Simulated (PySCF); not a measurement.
A structure optimised at ωB97X-D3(BJ)/def2-TZVPD, used in a PySCF frequency run:

```xyz
4

C      0.2257     0.7051     0.0000
O     -0.1553    -0.5468     0.0000
H      0.6325    -1.1094     0.0000
H     -0.7443     1.2528     0.0000
```

Problem. Write its SMILES, formula and point group.

Solution. [H]/[C-]=[O+]/[H], CH2O, Cs

Problem. What are its rotational constants (standard atomic weights)?

Solution. 291.09, 36.623, 32.531 GHz
